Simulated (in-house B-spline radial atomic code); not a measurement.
RPA and G0W0 for the vanadium ion V⁸⁺, [Ne] 3s2 3p3, highest spin, as one setting changes: the share of exact exchange in the PBE hybrid start. A dash marks a level of low quasi-particle weight. Computed with an all-electron radial atomic-structure program (B-spline basis): all electrons, scalar-relativistic (spin-free one-electron X2C), finite nucleus, each spin shell either full or empty, empty states to l = 9 with an (l + 1/2)⁻⁴ tail; G0W0 by contour deformation at full frequency.

| share of exact exchange in the PBE hybrid start | mean-field level (eV) | G0W0 level (eV) | RPA correlation (Eh) |
| --- | --- | --- | --- |
| 0 | -191.98 | 3p up -204.48 | -1.0032 |
| 0.1 | -193.34 | 3p up -204.55 | -0.98975 |
| 0.2 | ? | ? | ? |
| 0.3 | -196.04 | 3p up -204.67 | -0.96521 |
| 0.4 | -197.39 | 3p up -204.71 | -0.95394 |
| 0.5 | -198.74 | 3p up -204.76 | -0.94323 |
| 0.6 | ? | ? | ? |
| 0.7 | -201.44 | 3p up -204.83 | -0.92329 |
| 0.8 | -202.79 | 3p up -204.86 | -0.91396 |
| 0.9 | -204.14 | 3p up -204.89 | -0.90501 |
| 1 | -205.49 | 3p up -204.92 | -0.8964 |

Problem. What belongs in the row for 0.6?

Solution. mean-field level (eV): -200.09; G0W0 level (eV): 3p up -204.80; RPA correlation (Eh): -0.93303.

Problem. What belongs in the row for 0.2?

Solution. mean-field level (eV): -194.69; G0W0 level (eV): 3p up -204.61; RPA correlation (Eh): -0.97712.

Problem. At what share of exact exchange does G0W0 leave the highest level unchanged?

Solution. Near 0.96, where the shift changes sign (-0.756 eV at 0.9, +0.565 eV at 1).
